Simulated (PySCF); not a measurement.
SiF2, SMILES F[Si]F (connectivity only; charge and spin as stated), neutral, multiplicity 1. Atoms are numbered in the order given.

```xyz
3

Si     0.0000     0.0000     0.5780
F      0.0000     1.2383    -0.4496
F      0.0000    -1.2383    -0.4496
```
Charge 0, spin multiplicity 1.

Coordinates come from a TPSSh-D3(BJ)/def2-TZVP optimisation. The isomer is the one that the SMILES or the coordinates give; other isomers of the formula were not compared.

These are HF/pcSseg-2 run with PySCF values and carry that method's errors.

GIAO shieldings, no solvent; atoms alike by connectivity are averaged. δ = σ(ref) − σ: ²⁹Si against TMS (σ = 383.2 ppm); ¹⁹F against CFCl3 (σ = 237.3 ppm), references at their B3LYP-D3(BJ)/def2-TZVP geometries, non-relativistic.

Computed chemical shifts:
| nucleus | atoms | count | δ (ppm) |
|---|---|---|---|
| ²⁹Si | Si1 | 1 | -4.0 |
| ¹⁹F | F2, F3 | 2 | 32.8 |
